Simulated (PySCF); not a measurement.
CuCl, SMILES [Cl][Cu], multiplicity 1.

The structure is a stationary point at PBE0-D3(BJ)/def2-TZVPD. The multiplicity is an assumed one; other spin states were not compared.

Level of theory: TDDFT-B3LYP/def2-TZVPD (PySCF 2.14.0).

Vertical excitations; the highest root listed may be one member of a degenerate set.  State labels are in the subgroup C2v.

Computed lowest excited states:
```json
[
 {"state": "S1", "symmetry": "B2", "energy (eV)": "2.57", "λ (nm)": "482", "f": "0.009", "main pairs": "HOMO→LUMO (degenerate set)"},
 {"state": "S2", "symmetry": "B1", "energy (eV)": "2.57", "λ (nm)": "482", "f": "0.009", "main pairs": "HOMO−1→LUMO (degenerate set)"},
 {"state": "S3", "symmetry": "A1", "energy (eV)": "2.83", "λ (nm)": "439", "f": "0.015", "main pairs": "HOMO−2→LUMO 96 %"},
 {"state": "S4", "symmetry": "A1", "energy (eV)": "3.14", "λ (nm)": "395", "f": "0.000", "main pairs": "HOMO−3→LUMO (degenerate set)"},
 {"state": "S5", "symmetry": "A2", "energy (eV)": "3.14", "λ (nm)": "395", "f": "0.000", "main pairs": "HOMO−4→LUMO (degenerate set)"},
 {"state": "S6", "symmetry": "B1", "energy (eV)": "4.15", "λ (nm)": "299", "f": "0.000", "main pairs": "HOMO−6→LUMO (degenerate set)"},
 {"state": "S7", "symmetry": "B2", "energy (eV)": "4.15", "λ (nm)": "299", "f": "0.000", "main pairs": "HOMO−5→LUMO (degenerate set)"},
 {"state": "S8", "symmetry": "A1", "energy (eV)": "5.68", "λ (nm)": "218", "f": "0.031", "main pairs": "HOMO−7→LUMO 65 %, HOMO→LUMO+2 16 %, HOMO−1→LUMO+1 16 %"},
 {"state": "S9", "symmetry": "A2", "energy (eV)": "5.90", "λ (nm)": "210", "f": "0.000", "main pairs": "HOMO−1→LUMO+2, HOMO→LUMO+1 (degenerate set)"},
 {"state": "S10", "symmetry": "A1", "energy (eV)": "5.90", "λ (nm)": "210", "f": "0.000", "main pairs": "HOMO−1→LUMO+1, HOMO→LUMO+2 (degenerate set)"},
 {"state": "T1", "symmetry": "A1", "energy (eV)": "2.17", "λ (nm)": "570", "f": "0", "main pairs": "HOMO−2→LUMO 96 %"},
 {"state": "T2", "symmetry": "B1", "energy (eV)": "2.20", "λ (nm)": "563", "f": "0", "main pairs": "HOMO−1→LUMO (degenerate set)"},
 {"state": "T3", "symmetry": "B2", "energy (eV)": "2.20", "λ (nm)": "563", "f": "0", "main pairs": "HOMO→LUMO (degenerate set)"},
 {"state": "T4", "symmetry": "A1", "energy (eV)": "2.81", "λ (nm)": "441", "f": "0", "main pairs": "HOMO−3→LUMO 99 %"}
]
```
Triplets are in the Tamm–Dancoff approximation, which puts them higher than full response would, so one can lie above its singlet here.
